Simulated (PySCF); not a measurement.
Electronic structure of Ga²⁺ (gallium, charge +2) at the CAM-B3LYP level

Configuration: [Ar] 3d9 4s2, 2D determinant (an excited configuration). Calculation: PySCF 2.14, in aug-cc-pVQZ-PP with ECP10MDF (7s6p5d3f2g, 89 functions); scalar relativity through the core potential.

```json
{"Total energy": "-257.8466 hartree", "One-electron energy": "-441.1163 hartree", "Hartree (Coulomb) energy": "205.0876 hartree", "Exchange-correlation energy": "-21.8179 hartree", "⟨S²⟩": "0.7503", "⟨L²⟩": "6.004", "Sum of ⟨r⟩": "16.19 bohr", "Sum of ⟨r²⟩": "19.72 bohr²", "Traceless quadrupole moment −½Σ⟨3z² − r²⟩ along its main axis": "-0.129 e·bohr²"}
```

```
shell  electrons  mean orbital energy (eV)  spread (eV)  rms radius, mean of both spins (bohr)
 3s α          1                   -186.94            0                                  0.697
 3s β          1                   -184.96            0                                  0.697
 3p α          3                   -136.77        2.829                                  0.733
 3p β          3                   -134.69        0.558                                  0.733
 3d α          5                   -54.328        3.145                                  0.843
 3d β          4                   -52.892        2.313                                  0.843
 4s α          1                   -31.210            0                                   2.14
 4s β          1                   -30.971            0                                   2.14
```

Energies and moments cover only the electrons outside the core potential.
